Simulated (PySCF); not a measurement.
Isomers of C2H6N2. Isolated molecules, 0 K electronic values unless said otherwise. One relaxed conformer stands for each flexible species; it need not be the lowest. Strings in code marks are SMILES.

Method: PySCF with PBE-D3(BJ)/def2-TZVP // B3LYP-D3(BJ)/def2-TZVP. 

```tsv
species	LUMO (eV)	HOMO (eV)
`[H]/N=C(/C)N`	-0.19	-5.66
`[H]/N=C\CN`	-1.37	-5.52
`C(N=C)N`	-1.54	-5.71
`C=C(N)N`	___	-4.31
`[H]/N=C\NC` (C–N–C–N torsion 6°)	-0.02	-5.49
`C1NCN1`	–	___
```

Task: What belongs in the gaps?

Result: 
- `C=C(N)N`, LUMO (eV): -0.16
- `C1NCN1`, HOMO (eV): -5.03
